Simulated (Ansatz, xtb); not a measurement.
## A geometry optimisation of C3H9AlS with r2SCAN-D4/def2-SVP

The starting geometry of this gas-phase singlet was built from a drawn formula by distance geometry and a force field; its bonds are those of `[CH3][AlH][C@@H](C)S`.

```xyz
14

C     2.4608    1.0099   -0.0157
C    -0.5713   -0.6013   -0.3362
C     0.1924   -1.5183   -1.1217
Al    0.5206    0.9318    0.3344
S    -1.3751   -1.4370    1.0244
H     2.9374    0.0876    0.3926
H     2.8648    1.9164    0.4573
H     2.6162    0.9751   -1.0833
H    -0.1690    2.0814    1.2545
H    -1.4305   -0.1859   -0.9724
H     1.0267   -1.9557   -0.5313
H    -0.4045   -2.3557   -1.5226
H     0.7274   -1.0360   -2.0432
H    -2.1744   -2.2302    0.2502
```

Predict what it relaxes into with r2SCAN-D4/def2-SVP.

A new bond forms, giving a structure given below by its coordinates. Contacts that close: Al4–S5 (3.11 → 2.52 Å).

The energy falls by 0.75 eV over 40 steps:

```csv
step,E − E(last) (eV)
1,0.749
5,0.371
10,0.367
14,0.365
18,0.363
23,0.290
27,0.112
31,0.021
36,0.002
40,0.000
```

Final geometry (Å):

```yaml
atoms:
  - { symbol: C, position_ang: [2.2909, 0.7120, 0.4870] }
  - { symbol: C, position_ang: [-0.6474, -0.4470, -0.7547] }
  - { symbol: C, position_ang: [-0.1435, -1.6107, -1.5799] }
  - { symbol: Al, position_ang: [0.3878, 0.9972, 0.1053] }
  - { symbol: S, position_ang: [-0.9493, -0.9156, 1.0665] }
  - { symbol: H, position_ang: [2.6155, -0.3348, 0.3567] }
  - { symbol: H, position_ang: [2.5542, 1.0148, 1.5152] }
  - { symbol: H, position_ang: [2.9201, 1.3245, -0.1840] }
  - { symbol: H, position_ang: [-0.3594, 2.3799, 0.3472] }
  - { symbol: H, position_ang: [-1.6572, -0.1316, -1.0695] }
  - { symbol: H, position_ang: [0.8541, -1.9460, -1.2491] }
  - { symbol: H, position_ang: [-0.8187, -2.4845, -1.5615] }
  - { symbol: H, position_ang: [-0.0410, -1.2873, -2.6296] }
  - { symbol: H, position_ang: [0.2152, -1.5887, 1.2372] }
```

From the same start GFN2-xTB reaches the same bonding as this run.

No frequencies were run, so the end isn't proven a minimum. Run with Ansatz 0.2.0, 2.4 min on 2 threads of Intel(R) Xeon(R) Platinum 8259CL CPU @ 2.50GHz (Skylake/Cascade Lake), with other jobs on the host.
